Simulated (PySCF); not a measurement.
**Computed structure and properties of [OsO3Cl]+**

System: [OsO3Cl]+ (singlet); start: template (C3v). Method: PySCF 2.14.0, RKS TPSS, Os def2-SVP with ECP60, O def2-SVP, Cl def2-SVP; non-relativistic Hamiltonian with scalar-relativistic core potentials where named; density fitting; no spin-orbit coupling.

Input of the relaxation:

```python
mol = gto.M(atom='''
Os     0.11060    -0.11060     0.11060
O      0.95650     0.73530     0.95650
O     -0.73530    -0.95650     0.95650
O      0.95650    -0.95650    -0.73530
Cl    -1.14580     1.14580    -1.14580''',
    basis={'Os': 'def2-SVP', 'O': 'def2-SVP', 'Cl': 'def2-SVP'},
    ecp={'Os': 'def2-SVP'},
    charge=1, spin=0)
mf = dft.RKS(mol, xc='TPSS')
mf.grids.atom_grid = (50, 194)
mf = mf.density_fit()  # fitting sets: Os def2-universal-JKFIT, O def2-universal-JKFIT, Cl def2-universal-JKFIT
mf.conv_tol = 1e-08; mf.max_cycle = 55
mf.kernel(dm0)  # dm0: converged density of the start geometry
# quasi-Newton relaxation in Cartesian coordinates to a largest gradient under 0.00045 Eh/bohr, steps kept in the point group
```

Run from Python with OMP_NUM_THREADS=2; the lines above give its settings. Where DIIS fails, smearing, a level shift and second-order steps follow.
It took 31 s on 2 threads of Arm Neoverse N1 (shared host), from the converged density of the start.

Course of the relaxation:

```tsv
step	energy above end (eV)	largest force component within the symmetry (eV/Å)
0	7.4126	15.517
1	0.2947	3.313
2	0.0076	0.243
3	0.0013	0.098
4	0.0000	0.010
5	0.0000	0.002
```

Relaxed geometry (C3v):

```xyz
5

Os    0.0804   -0.0804    0.0804
O     1.0677    0.8836    1.0677
O    -0.8836   -1.0677    1.0677
O     1.0677   -1.0677   -0.8836
Cl   -1.1898    1.1898   -1.1898
```

```csv
contact,Å
Os1–O2 (O),1.697
Os1–O3 (O),1.697
Os1–O4 (O),1.697
Os1–Cl5 (Cl),2.200
```

On the finer grid (75, 302):

| Property | Result |
| --- | --- |
| HOMO | -15.60 eV |
| LUMO | -12.09 eV |
| Dipole about the centre of mass | 1.95 D |
| Set of Mulliken populations of Os1 outside the core potential | s 2.49, p 6.32, d 5.70, f 0.18 |
| D3(BJ) dispersion energy (not in the energies) | -0.177 eV |

| atom | Mulliken (e) | Löwdin (e) | spin (e) |
| --- | --- | --- | --- |
| Os1 | 1.31 | 0.37 | 0.00 |
| O2 | -0.14 | 0.07 | 0.00 |
| O3 | -0.14 | 0.07 | 0.00 |
| O4 | -0.14 | 0.07 | 0.00 |
| Cl5 | 0.10 | 0.42 | 0.00 |

No frequency check is given here. The steps kept the symmetry C3v of the start, so a lower state may lie off it.

Rigid scan of O along the line from its metal, all other atoms held (where the atom bridges, its other bond changes as well):

(distance to O2 (Å), energy (eV)): (1.40, 4.359), (1.50, 1.574), (1.60, 0.323), (1.70, 0.000), (1.80, 0.222), (1.90, 0.747), (2.00, 1.423), (2.15, 2.525)

Taking off one Cl (charge -1, singlet; the rest: singlet) in vacuum, both parts rigid, costs 19.66 eV; the small basis without counterpoise inflates it. Most of it is the attraction of opposite charges; other ways to part are cheaper, and one spin state was tried for the rest.

Rigid scan of Cl along the line from its metal, all other atoms held (where the atom bridges, its other bond changes as well):

```csv
distance to Cl5 (Å),energy (eV)
1.90,1.550
2.00,0.582
2.10,0.124
2.20,0.000
2.30,0.089
2.40,0.312
2.60,0.954
2.90,2.007
3.30,3.134
```

One start shape was tried, so this needn't be the lowest isomer.
